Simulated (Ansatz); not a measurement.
Method: PBE0-D4/def2-SVP (Ansatz, a quantum-chemistry and plane-wave program). No frequencies were computed at this level.

Ansatz 0.2 input:
```yaml
crystal:
  periodic: [false, false, false]
  atoms:
    - { symbol: C, position_ang: [2.169068, -0.234987, 0.155215] }
    - { symbol: O, position_ang: [1.101959, 0.615936, 0.453177] }
    - { symbol: C, position_ang: [-0.225972, 0.171736, 0.058792] }
    - { symbol: Si, position_ang: [-0.367073, 0.0068, -1.844603] }
    - { symbol: Si, position_ang: [-1.209142, 1.686485, 0.705313] }
    - { symbol: Si, position_ang: [-0.725093, -1.431563, 0.980928] }
    - { symbol: H, position_ang: [3.067366, 0.262466, 0.522273] }
    - { symbol: H, position_ang: [2.266614, -0.403639, -0.924135] }
    - { symbol: H, position_ang: [2.066723, -1.20672, 0.653429] }
    - { symbol: H, position_ang: [0.261412, -1.230343, -2.32818] }
    - { symbol: H, position_ang: [-1.784797, -0.041298, -2.196547] }
    - { symbol: H, position_ang: [0.295608, 1.144937, -2.482672] }
    - { symbol: H, position_ang: [-2.638052, 1.50696, 0.432865] }
    - { symbol: H, position_ang: [-0.717121, 2.887349, 0.031589] }
    - { symbol: H, position_ang: [-0.984888, 1.811598, 2.144799] }
    - { symbol: H, position_ang: [-0.083377, -2.615558, 0.392949] }
    - { symbol: H, position_ang: [-2.172192, -1.597683, 0.860823] }
    - { symbol: H, position_ang: [-0.321041, -1.332477, 2.383982] }
basis:
  gaussian: { orbitals: def2-svp }
hamiltonian:
  xc: pbe0
  dispersion: d4
relax:
  max_steps: 150
```

Output:

```
Functional definition: PBE0
1643 factors; integrals over basis functions are off by at most 6.3e-4 eV
mean field evaluation 1: about -27918.9373 eV, gradient 3.9e1 eV
mean field evaluation 2: about -27916.4235 eV, gradient 5.0e1 eV
mean field evaluation 4: about -27922.5431 eV, gradient 2.8e0 eV
mean field evaluation 8: about -27922.5800 eV, gradient 2.6e-1 eV
mean field evaluation 16: about -27922.5802 eV, gradient 1.6e-5 eV
mean field -27922.58016802 eV, -1026.1358945702 hartree, gradient 1.6e-5 eV, S^2 0.000000; 0 other end points of the search recorded, 0 dependent functions left out
reference -27922.58020270 eV, -1026.1358958448 hartree; 37, 37 occupied and 119, 119 virtual orbitals, 1643 factors
relax step   1: F+E_penalty+E_count = -27923.04289147 eV  Δ(F+E_penalty+E_count) = +0.000e0 eV  max|allowed force component| = 7.467e-1 eV/Å  Δτ_max = 0.0000 Å  (26 SCF iters, accepted)
these checks for a lower state are left out or cut short: starts, cluster_reference, orbital_swaps, neighbouring_geometries, increment
1643 factors; integrals over basis functions are off by at most 6.9e-4 eV
mean field -27922.67934000 eV, -1026.1395390733 hartree, gradient 9.6e-6 eV, S^2 0.000000; 0 other end points of the search recorded, 0 dependent functions left out
reference -27922.67937473 eV, -1026.1395403494 hartree; 37, 37 occupied and 119, 119 virtual orbitals, 1643 factors
relax step   2: F+E_penalty+E_count = -27923.14089931 eV  Δ(F+E_penalty+E_count) = -9.801e-2 eV  max|allowed force component| = 3.137e-1 eV/Å  Δτ_max = 0.0472 Å  (28 SCF iters, accepted)
these checks for a lower state are left out or cut short: starts, cluster_reference, orbital_swaps, neighbouring_geometries, increment
1643 factors; integrals over basis functions are off by at most 7.1e-4 eV
mean field -27922.69335992 eV, -1026.1400542956 hartree, gradient 9.4e-6 eV, S^2 0.000000; 0 other end points of the search recorded, 0 dependent functions left out
reference -27922.69339464 eV, -1026.1400555716 hartree; 37, 37 occupied and 119, 119 virtual orbitals, 1643 factors
relax step   3: F+E_penalty+E_count = -27923.15529409 eV  Δ(F+E_penalty+E_count) = -1.439e-2 eV  max|allowed force component| = 1.920e-1 eV/Å  Δτ_max = 0.0504 Å  (28 SCF iters, accepted)
these checks for a lower state are left out or cut short: starts, cluster_reference, orbital_swaps, neighbouring_geometries, increment
1643 factors; integrals over basis functions are off by at most 7.1e-4 eV
mean field evaluation 32: about -27922.6750 eV, gradient 3.1e-3 eV
mean field -27922.69629950 eV, -1026.1401623234 hartree, gradient 9.2e-6 eV, S^2 0.000000; 0 other end points of the search recorded, 0 dependent functions left out
reference -27922.69633419 eV, -1026.1401635980 hartree; 37, 37 occupied and 119, 119 virtual orbitals, 1643 factors
relax step   4: F+E_penalty+E_count = -27923.15837915 eV  Δ(F+E_penalty+E_count) = -3.085e-3 eV  max|allowed force component| = 8.555e-2 eV/Å  Δτ_max = 0.0245 Å  (28 SCF iters, accepted)
these checks for a lower state are left out or cut short: starts, cluster_reference, orbital_swaps, neighbouring_geometries, increment
1643 factors; integrals over basis functions are off by at most 7.0e-4 eV
mean field -27922.69769421 eV, -1026.1402135778 hartree, gradient 9.4e-6 eV, S^2 0.000000; 0 other end points of the search recorded, 0 dependent functions left out
reference -27922.69772881 eV, -1026.1402148496 hartree; 37, 37 occupied and 119, 119 virtual orbitals, 1643 factors
relax step   5: F+E_penalty+E_count = -27923.15983934 eV  Δ(F+E_penalty+E_count) = -1.460e-3 eV  max|allowed force component| = 5.389e-2 eV/Å  Δτ_max = 0.0502 Å  (27 SCF iters, accepted)
these checks for a lower state are left out or cut short: starts, cluster_reference, orbital_swaps, neighbouring_geometries, increment
1643 factors; integrals over basis functions are off by at most 6.9e-4 eV
mean field -27922.69792061 eV, -1026.1402218978 hartree, gradient 9.3e-6 eV, S^2 0.000000; 0 other end points of the search recorded, 0 dependent functions left out
reference -27922.69795516 eV, -1026.1402231678 hartree; 37, 37 occupied and 119, 119 virtual orbitals, 1643 factors
relax step   6: F+E_penalty+E_count = -27923.16032656 eV  Δ(F+E_penalty+E_count) = -4.872e-4 eV  max|allowed force component| = 2.298e-2 eV/Å  Δτ_max = 0.0357 Å  (27 SCF iters, accepted)
these checks for a lower state are left out or cut short: starts, cluster_reference, orbital_swaps, neighbouring_geometries, increment
1643 factors; integrals over basis functions are off by at most 6.9e-4 eV
mean field -27922.69833087 eV, -1026.1402369747 hartree, gradient 1.8e-5 eV, S^2 0.000000; 0 other end points of the search recorded, 0 dependent functions left out
reference -27922.69836543 eV, -1026.1402382448 hartree; 37, 37 occupied and 119, 119 virtual orbitals, 1643 factors
relax step   7: F+E_penalty+E_count = -27923.16052311 eV  Δ(F+E_penalty+E_count) = -1.965e-4 eV  max|allowed force component| = 2.863e-2 eV/Å  Δτ_max = 0.0108 Å  (23 SCF iters, accepted)
these checks for a lower state are left out or cut short: starts, cluster_reference, orbital_swaps, neighbouring_geometries, increment
1643 factors; integrals over basis functions are off by at most 6.9e-4 eV
mean field -27922.69847147 eV, -1026.1402421416 hartree, gradient 8.8e-6 eV, S^2 0.000000; 0 other end points of the search recorded, 0 dependent functions left out
reference -27922.69850602 eV, -1026.1402434114 hartree; 37, 37 occupied and 119, 119 virtual orbitals, 1643 factors
relax step   8: F+E_penalty+E_count = -27923.16062589 eV  Δ(F+E_penalty+E_count) = -1.028e-4 eV  max|allowed force component| = 8.292e-3 eV/Å  Δτ_max = 0.0032 Å  (22 SCF iters, accepted)
1643 factors; integrals over basis functions are off by at most 6.9e-4 eV
mean field evaluation 64: about -27922.6767 eV, gradient 1.0e-1 eV
mean field -27922.69847147 eV, -1026.1402421416 hartree, gradient 8.8e-6 eV, S^2 0.000000; 1 other end points of the search recorded, 0 dependent functions left out
reference -27922.69850602 eV, -1026.1402434114 hartree; 37, 37 occupied and 119, 119 virtual orbitals, 1643 factors
Total energy: -27923.16066045 eV, -1026.1572272734 hartree
Atom 0 at     2.220291    -0.266285     0.145770 Å, force     0.008292    -0.003220    -0.000586 eV/Å
Atom 1 at     1.172901     0.604578     0.456388 Å, force    -0.003487     0.004847     0.002033 eV/Å
Atom 2 at    -0.145007     0.191260     0.078992 Å, force     0.002802    -0.002757    -0.001053 eV/Å
Atom 3 at    -0.375913     0.032528    -1.814848 Å, force    -0.001051    -0.000143     0.000326 eV/Å
Atom 4 at    -1.205302     1.655227     0.689887 Å, force    -0.000261     0.001728     0.000847 eV/Å
Atom 5 at    -0.730402    -1.391642     0.982803 Å, force    -0.000945     0.000282    -0.000508 eV/Å
Atom 6 at     3.148827     0.201508     0.501571 Å, force    -0.005026    -0.000492    -0.000897 eV/Å
Atom 7 at     2.314417    -0.443630    -0.943114 Å, force    -0.000123     0.001348    -0.002460 eV/Å
Atom 8 at     2.113594    -1.250453     0.641761 Å, force    -0.000756    -0.001156     0.002449 eV/Å
Atom 9 at     0.296319    -1.181135    -2.375006 Å, force     0.000334     0.000084    -0.000171 eV/Å
Atom 10 at    -1.838790    -0.079585    -2.099095 Å, force    -0.000086    -0.000078    -0.000169 eV/Å
Atom 11 at     0.180168     1.243060    -2.492043 Å, force    -0.000122     0.000402    -0.000252 eV/Å
Atom 12 at    -2.646718     1.407857     0.381320 Å, force     0.000136    -0.000112    -0.000040 eV/Å
Atom 13 at    -0.760085     2.905219     0.005763 Å, force     0.000168    -0.000225    -0.000141 eV/Å
Atom 14 at    -1.033707     1.805938     2.165205 Å, force     0.000159    -0.000263    -0.000067 eV/Å
Atom 15 at    -0.063633    -2.627268     0.465796 Å, force     0.000284    -0.000121     0.000231 eV/Å
Atom 16 at    -2.201588    -1.537143     0.764133 Å, force    -0.000110    -0.000173     0.000017 eV/Å
Atom 17 at    -0.445370    -1.270036     2.444711 Å, force    -0.000210     0.000049     0.000440 eV/Å
Dipole moment:     0.147202    -0.163329    -0.064494 e Å
```

Cost: around 2.0 core-minutes (rough).
